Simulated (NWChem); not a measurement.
System: Mg cation, doublet

Output (shortened):

```
             Northwest Computational Chemistry Package (NWChem) 7.3.0
             --------------------------------------------------------

                             Geometry "geometry" -> ""
                             -------------------------

 Output coordinates in angstroms (scale by  1.889725989 to convert to a.u.)

  No.       Tag          Charge          X              Y              Z
 ---- ---------------- ---------- -------------- -------------- --------------
    1 Mg                  12.0000     0.00000000     0.00000000     0.00000000

 Effective nuclear repulsion energy (a.u.)       0.0000000000

                              NWChem Property Module
                              ----------------------

  itol2e modified to match energy
  convergence criterion.

                                 NWChem DFT Module
                                 -----------------

 Summary of "ao basis" -> "ao basis" (spherical)
 ------------------------------------------------------------------------------
       Tag                 Description            Shells   Functions and Types
 ---------------- ------------------------------  ------  ---------------------
 Mg                          6-31g*                  8       18   4s3p1d

  itol2e modified to match energy
  convergence criterion.

            General Information
            -------------------
          SCF calculation type: DFT
          Wavefunction type:  spin polarized.
          No. of atoms     :     1
          No. of electrons :    11
           Alpha electrons :     6
            Beta electrons :     5
          Charge           :     1
          Spin multiplicity:     2
          Use of symmetry is: off; symmetry adaption is: off
          Maximum number of iterations: 150
          AO basis - number of functions:    18
                     number of shells:     8
          Convergence on energy requested:  1.00D-07
          Convergence on density requested:  1.00D-05
          Convergence on gradient requested:  5.00D-04

              XC Information
              --------------
                     Hartree-Fock (Exact) Exchange  1.000
                   CAM-Becke88 Exchange Functional  1.000
                      VWN V Correlation Functional  0.190 local
              Lee-Yang-Parr Correlation Functional  0.810

           Range-Separation Parameters
           ---------------------------
           Alpha           :  0.19
           Beta            :  0.46
           Gamma           :  0.33
           Short-Range HF  :     F

             Grid Information
             ----------------
          Grid used for XC integration:  fine
          Radial quadrature: Mura-Knowles
          Angular quadrature: Lebedev.
          Tag              B.-S. Rad. Rad. Pts. Rad. Cut. Ang. Pts.
          ---              ---------- --------- --------- ---------
          Mg                  1.50      123           8.0       770
          Grid pruning is: on
          Number of quadrature shells:   123
          Spatial weights used:  Erf1

      Superposition of Atomic Density Guess
      -------------------------------------

 Sum of atomic energies:        -199.59521929

 Renormalizing density from      12.00 to     11

      Non-variational initial energy
      ------------------------------

 Total energy =    -189.061784
 1-e energy   =    -256.156281
 2-e energy   =      67.094497
 HOMO         =      -0.606878
 LUMO         =      -0.234111

   convergence    iter        energy       DeltaE   RMS-Dens  Diis-err
 ---------------- ----- ----------------- --------- --------- ---------
 d= 0,ls=0.0,diis     1   -199.7379619013 -2.00D+02  1.11D-02  6.73D-02
                                                     1.11D-02  8.65D-02
 d= 0,ls=0.0,diis     2   -199.7704935241 -3.25D-02  1.08D-03  2.34D-04
                                                     5.96D-04  2.40D-04
 d= 0,ls=0.0,diis     3   -199.7705966673 -1.03D-04  1.73D-04  3.75D-07
                                                     1.46D-05  2.38D-07
 d= 0,ls=0.0,diis     4   -199.7705970909 -4.24D-07  3.84D-05  8.47D-09
                                                     7.55D-07  4.86D-10
 d= 0,ls=0.0,diis     5   -199.7705971028 -1.20D-08  2.92D-07  5.11D-11
                                                     2.18D-07  3.93D-11

         Total DFT energy =     -199.770597102836
      One electron energy =     -275.482144412119
           Coulomb energy =       91.963075486908
    Exchange-Corr. energy =      -16.251528177625
 Nuclear repulsion energy =        0.000000000000

 Numeric. integr. density =       10.999999999882

                    DFT Final Alpha Molecular Orbital Analysis
                    ------------------------------------------

 Vector    4  Occ=1.000000D+00  E=-2.255562D+00
              MO Center=  4.7D-17,  7.6D-17, -4.2D-17, r^2= 1.7D-01
   Bfn.  Coefficient  Atom+Function         Bfn.  Coefficient  Atom+Function
  ----- ------------  ---------------      ----- ------------  ---------------
     3      0.737303  1 Mg px                 4      0.638655  1 Mg py
     5     -0.187067  1 Mg pz

 Vector    5  Occ=1.000000D+00  E=-2.255562D+00
              MO Center=  7.9D-18, -3.6D-17, -4.7D-17, r^2= 1.7D-01
   Bfn.  Coefficient  Atom+Function         Bfn.  Coefficient  Atom+Function
  ----- ------------  ---------------      ----- ------------  ---------------
     5      0.732661  1 Mg pz                 4      0.587621  1 Mg py
     3     -0.323110  1 Mg px

 Vector    6  Occ=1.000000D+00  E=-5.117590D-01
              MO Center= -2.8D-16, -2.4D-16,  2.9D-17, r^2= 2.5D+00
   Bfn.  Coefficient  Atom+Function         Bfn.  Coefficient  Atom+Function
  ----- ------------  ---------------      ----- ------------  ---------------
     6      0.863639  1 Mg s                  2     -0.256409  1 Mg s
    10      0.186313  1 Mg s                  1      0.056759  1 Mg s

 Vector    7  Occ=0.000000D+00  E=-2.145839D-01
              MO Center= -4.2D-16,  1.3D-16, -2.1D-16, r^2= 4.4D+00
   Bfn.  Coefficient  Atom+Function         Bfn.  Coefficient  Atom+Function
  ----- ------------  ---------------      ----- ------------  ---------------
     7      0.515543  1 Mg px                 9      0.404530  1 Mg pz
    11      0.341745  1 Mg px                13      0.268157  1 Mg pz
     3     -0.153680  1 Mg px                 5     -0.120588  1 Mg pz
     8      0.092463  1 Mg py                12      0.061292  1 Mg py
     4     -0.027563  1 Mg py

 Vector    8  Occ=0.000000D+00  E=-2.145839D-01
              MO Center=  5.5D-16,  2.4D-16, -2.6D-16, r^2= 4.4D+00
   Bfn.  Coefficient  Atom+Function         Bfn.  Coefficient  Atom+Function
  ----- ------------  ---------------      ----- ------------  ---------------
     9      0.504018  1 Mg pz                 7     -0.351381  1 Mg px
    13      0.334105  1 Mg pz                 8     -0.245920  1 Mg py
    11     -0.232925  1 Mg px                12     -0.163017  1 Mg py
     5     -0.150244  1 Mg pz                 3      0.104744  1 Mg px
     4      0.073307  1 Mg py

 Vector    9  Occ=0.000000D+00  E=-2.145839D-01
              MO Center= -1.1D-17, -6.3D-17,  2.4D-16, r^2= 4.4D+00
   Bfn.  Coefficient  Atom+Function         Bfn.  Coefficient  Atom+Function
  ----- ------------  ---------------      ----- ------------  ---------------
     8      0.607415  1 Mg py                12      0.402645  1 Mg py
     7     -0.220739  1 Mg px                 4     -0.181066  1 Mg py
    11     -0.146324  1 Mg px                 9      0.142479  1 Mg pz
    13      0.094447  1 Mg pz                 3      0.065801  1 Mg px
     5     -0.042472  1 Mg pz

                     DFT Final Beta Molecular Orbital Analysis
                     -----------------------------------------

 Vector    3  Occ=1.000000D+00  E=-2.251353D+00
              MO Center= -8.2D-18,  1.8D-17,  1.5D-17, r^2= 1.7D-01
   Bfn.  Coefficient  Atom+Function         Bfn.  Coefficient  Atom+Function
  ----- ------------  ---------------      ----- ------------  ---------------
     5      0.764471  1 Mg pz                 4      0.500833  1 Mg py
     3     -0.389974  1 Mg px

 Vector    4  Occ=1.000000D+00  E=-2.251353D+00
              MO Center=  4.5D-17, -1.9D-17, -8.6D-18, r^2= 1.7D-01
   Bfn.  Coefficient  Atom+Function         Bfn.  Coefficient  Atom+Function
  ----- ------------  ---------------      ----- ------------  ---------------
     3      0.695179  1 Mg px                 5      0.601608  1 Mg pz
     4     -0.376991  1 Mg py

 Vector    5  Occ=1.000000D+00  E=-2.251353D+00
              MO Center= -5.5D-17, -3.2D-17,  1.8D-17, r^2= 1.7D-01
   Bfn.  Coefficient  Atom+Function         Bfn.  Coefficient  Atom+Function
  ----- ------------  ---------------      ----- ------------  ---------------
     4      0.770956  1 Mg py                 3      0.593275  1 Mg px
     5     -0.202438  1 Mg pz

 Vector    6  Occ=0.000000D+00  E=-3.366565D-01
              MO Center=  6.7D-16, -1.3D-15,  2.6D-16, r^2= 2.9D+00
   Bfn.  Coefficient  Atom+Function         Bfn.  Coefficient  Atom+Function
  ----- ------------  ---------------      ----- ------------  ---------------
     6      0.722911  1 Mg s                 10      0.338683  1 Mg s
     2     -0.257819  1 Mg s                  1      0.053697  1 Mg s

 Vector    7  Occ=0.000000D+00  E=-1.925477D-01
              MO Center=  4.8D-16, -1.1D-16, -1.2D-16, r^2= 4.9D+00
   Bfn.  Coefficient  Atom+Function         Bfn.  Coefficient  Atom+Function
  ----- ------------  ---------------      ----- ------------  ---------------
     7      0.557253  1 Mg px                11      0.513292  1 Mg px
     3     -0.175656  1 Mg px                 8      0.134499  1 Mg py
    12      0.123888  1 Mg py                 4     -0.042396  1 Mg py

 Vector    8  Occ=0.000000D+00  E=-1.925477D-01
              MO Center=  9.5D-16, -4.6D-17, -8.5D-16, r^2= 4.9D+00
   Bfn.  Coefficient  Atom+Function         Bfn.  Coefficient  Atom+Function
  ----- ------------  ---------------      ----- ------------  ---------------
     8      0.536744  1 Mg py                12      0.494400  1 Mg py
     4     -0.169191  1 Mg py                 9      0.150698  1 Mg pz
    13      0.138810  1 Mg pz                 7     -0.134989  1 Mg px
    11     -0.124339  1 Mg px                 5     -0.047503  1 Mg pz
     3      0.042551  1 Mg px

   alpha - beta orbital overlaps
   -----------------------------

   alpha      1      2      3      4      5      6      7      8      9     10
    beta      1      2      4      5      3      6      7      9      8     10
 overlap   1.000  1.000  0.987  0.981  0.993  0.997  0.809  0.815  0.992  0.997

   alpha     11     12     13     14     15     16     17     18
    beta     11     12     13     14     15     16     17     18
 overlap   0.933  0.956  0.968  0.974  0.986  0.953  0.916  0.901

     --------------------------
     Expectation value of S2:
     --------------------------
      <S2> =      0.7500 (Exact =     0.7500)

          ----------------------
          Hyperfine Interactions
          ----------------------

 Total Spin Density (Fermi Contact Term)
 ------------------ --------------------
     Atom            x         y         z       Density (a.u.)      Aiso(MHz)     Aiso(Gauss)
     1  25-Mg     0.00000   0.00000   0.00000       1.554351       -425.625481    -151.873499

           -------------------------------------------
           Anisotropic Interaction (Spin-Dipolar Term)
           -------------------------------------------

 ------------------------------------------------------------
     Atom            x         y         z
 ------------------------------------------------------------
     1  25-Mg     0.00000   0.00000   0.00000

   Spin-Dipolar term (a.u.)
        xx             yy             zz             xy             xz             yz
 ------------------------------------------------------------------------------------------
       0.000000       0.000000       0.000000       0.000000       0.000000      -0.000000

   Principal Comp. of -hf- tensor (au)            Anisotropic -hfcc- (MHz)               Anisotropic -hfcc- (Gauss)
 --------------------------------------------------------------------------------------------------------------------------
      0.000000     0.000000     0.000000      -0.000000    -0.000000    -0.000000      -0.000000    -0.000000    -0.000000

   Orientation of the principal axis of Hyperfine Tensor w.r.t absolute (molecular) frame
 --------------------------------------------------------------------------------------------------------------------------
      1.000000     0.000000     0.000000
      0.000000     1.000000    -0.000000
      0.000000    -0.000000     1.000000
```

Level: CAM-B3LYP/6-31G* (spherical d), spin-unrestricted, contact and dipolar terms. No stability test was run on the SCF state.

### Question
Reconstruct the input file.

### Answer
One answer among several that fit: the input that was run:
```
start job
memory heap 200 mb stack 900 mb global 1100 mb
charge 1
geometry units angstroms noautosym nocenter noautoz
  Mg     0.000000     0.000000     0.000000
end
basis spherical
  Mg library 6-31g*
end
dft
  odft
  mult 2
  xc xcamb88 1.00 lyp 0.81 vwn_5 0.19 hfexch 1.00
  cam 0.33 cam_alpha 0.19 cam_beta 0.46
  iterations 150
end
property
  hyperfine
end
task dft property
```
